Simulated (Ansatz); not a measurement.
Cs₃⁺, relaxed as a singlet with RKS PBE0/def2-TZVP in Ansatz, starting from the GFN1-xTB geometry. Force threshold 0.02 eV/Å.

In the def2 sets Cs takes a core potential; there is no spin–orbit coupling. The structure comes from a short search, and lower isomers may exist.

Start:

```csv
atom,x (Å),y (Å),z (Å)
Cs1,0.2556,1.5613,1.9589
Cs2,-1.5142,-1.9992,0.1817
Cs3,1.2586,0.4379,-2.1405
```

(1) Estimate the energy that the relaxation releases and the steps that it takes.

(2) Does the start keep its bonding and symmetry?

(3) Predict the relaxed structure.

Answers

(1) 0.40 eV, in 7 steps; 25 s on 2 threads of Arm Neoverse V1 on a shared host. The force fell under the threshold at step 6, but the optimiser went on. No frequencies were taken in this run, so the end may be a saddle point.

(2) By distances, no bond broke or formed. The bond that changes most is Cs1–Cs2, from 4.36 to 5.26 Å (atoms count from 1). The end is the same structure that another start reached. Point group D3h at the start, D3h at the end, both within 0.05 Å.

(3) 
```csv
atom,x (Å),y (Å),z (Å)
Cs1,0.311,1.884,2.358
Cs2,-1.827,-2.413,0.217
Cs3,1.516,0.529,-2.575
```
Bond lengths (bridged metal pairs left out): 3 × Cs–Cs 5.26 Å.
